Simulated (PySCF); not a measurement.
**Fractional electron number in Cr⁺ (chromium, charge +1)**

The 3d alpha orbital of [Ar] 3d5 is emptied in steps (occupation f), with all orbitals relaxed, ending at [Ar] 3d4. Computed with PySCF 2.14 in def2-TZVP (6s4p4d1f, 45 functions), with the non-relativistic Hamiltonian (point nucleus). The exact energy is a straight line in f; departures are measured from the line between the end points of the same method.

| f | PBE0 (eV) | r2SCAN (eV) | LC-wPBE (eV) |
| --- | --- | --- | --- |
| 1 | 0.000 | 0.000 | 0.000 |
| 0.9 | -0.381 | -0.533 | -0.136 |
| 0.7 | -0.903 | -1.258 | -0.330 |
| 0.5 | -1.090 | -1.513 | -0.407 |
| 0.3 | -0.927 | -1.282 | -0.354 |
| 0.1 | -0.402 | -0.554 | -0.157 |
| 0 | 0.000 | 0.000 | 0.000 |

Problem. For PBE0, how does the orbital energy at f = 1 compare with the removal energy?

Solution. −ε = 12.727 eV against a total-energy difference of 16.927 eV. By Janak's theorem ε = ∂E/∂f, so the gap between them reflects the curvature. Along the path −ε is 13.510 (f = 0.9), 15.143 (f = 0.7), 16.855 (f = 0.5), 18.636 (f = 0.3), 20.478 (f = 0.1) eV.

```csv
method,E(f=0) − E(f=1) (eV),−ε at f=1 (eV),−ε at f=0.5 (eV)
PBE0,16.927,12.727,16.855
r2SCAN,16.961,11.078,16.890
LC-wPBE,16.968,15.490,16.895
```

Reference removal energy between the ground levels: 16.486 eV (measured; NIST Atomic Spectra Database, ionization energies). The calculation has no spin-orbit coupling. The determinant left behind need not be the lowest term of the ion.
